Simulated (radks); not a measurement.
Spin polarisation of the 4f7 shell in the gadolinium ion Gd3+. Start: [Xe] 4f(up 3.5, down 3.5); electrons of 4f are moved from spin down to spin up, other shells keep equal spins. Calculated with a radial shooting solver on a logarithmic mesh with Libxc functionals: scalar-relativistic Kohn-Sham, BLYP, spin-polarised, spherical densities, point nucleus.

[
 {"moment (Bohr magnetons)": "0", "E - E(0) (eV)": "0.000", "e(4f up) (eV)": "-33.516", "e(4f down) (eV)": "-33.516", "5p down minus up (eV)": "0.000"},
 {"moment (Bohr magnetons)": "1", "E - E(0) (eV)": "-0.191", "e(4f up) (eV)": "-33.882", "e(4f down) (eV)": "-33.118", "5p down minus up (eV)": "0.317"},
 {"moment (Bohr magnetons)": "2", "E - E(0) (eV)": "-0.764", "e(4f up) (eV)": "-34.215", "e(4f down) (eV)": "-32.689", "5p down minus up (eV)": "0.634"},
 {"moment (Bohr magnetons)": "3", "E - E(0) (eV)": "-1.718", "e(4f up) (eV)": "-34.515", "e(4f down) (eV)": "-32.229", "5p down minus up (eV)": "0.952"},
 {"moment (Bohr magnetons)": "4", "E - E(0) (eV)": "-3.050", "e(4f up) (eV)": "-34.779", "e(4f down) (eV)": "-31.738", "5p down minus up (eV)": "1.269"},
 {"moment (Bohr magnetons)": "5", "E - E(0) (eV)": "-4.760", "e(4f up) (eV)": "-35.008", "e(4f down) (eV)": "-31.217", "5p down minus up (eV)": "1.586"},
 {"moment (Bohr magnetons)": "6", "E - E(0) (eV)": "-6.842", "e(4f up) (eV)": "-35.198", "e(4f down) (eV)": "-30.664", "5p down minus up (eV)": "1.904"},
 {"moment (Bohr magnetons)": "7", "E - E(0) (eV)": "-9.294", "e(4f up) (eV)": "-35.348", "e(4f down) (eV)": "-30.081", "5p down minus up (eV)": "2.222"}
]

At moment 7 the spin-polarisation energy is -9.294 eV and the 4f exchange splitting 5.267 eV, that is 0.752 eV per Bohr magneton; E = -I m^2/4 would give I = 0.759 eV.
